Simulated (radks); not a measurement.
Values are calculated unless marked as measured or tabulated.
Isoelectronic series with 19 electrons, all held in the configuration [Ar] 4s1, which need not be the ground one along the series. Level of theory: scalar-relativistic Kohn-Sham, PBE, spin-unpolarised, spherical densities, finite nucleus; Fermi nuclear charge, rms radius of each element as measured or else 0.836 A^(1/3) + 0.57 fm (a radial shooting solver on a logarithmic mesh with Libxc functionals). Total energies (hartree) and orbital eigenvalues (eV):

[
 {"ion": "K", "E (hartree)": "-602.08590", "4s": "-2.3190", "3p": "-18.8136", "3s": "-35.3430", "2p": "-280.1189"},
 {"ion": "Ca+", "E (hartree)": "-680.09218", "4s": "-8.9655", "3p": "-34.8818", "3s": "-53.9930", "2p": "-341.7477"},
 {"ion": "Sc2+", "E (hartree)": "-763.20998", "4s": "-17.9952", "3p": "-54.7115", "3s": "-76.4606", "2p": "-411.0341"},
 {"ion": "Ti3+", "E (hartree)": "-851.43535", "4s": "-29.0960", "3p": "-77.9641", "3s": "-102.3996", "2p": "-487.6308"},
 {"ion": "V4+", "E (hartree)": "-944.77229", "4s": "-42.1444", "3p": "-104.5091", "3s": "-131.6778", "2p": "-571.3992"},
 {"ion": "Cr5+", "E (hartree)": "-1043.22864", "4s": "-57.0764", "3p": "-134.2782", "3s": "-164.2278", "2p": "-662.2656"},
 {"ion": "Mn6+", "E (hartree)": "-1146.81489", "4s": "-73.8547", "3p": "-167.2304", "3s": "-200.0115", "2p": "-760.1867"},
 {"ion": "Fe7+", "E (hartree)": "-1255.54354", "4s": "-92.4558", "3p": "-203.3397", "3s": "-239.0064", "2p": "-865.1365"}
]
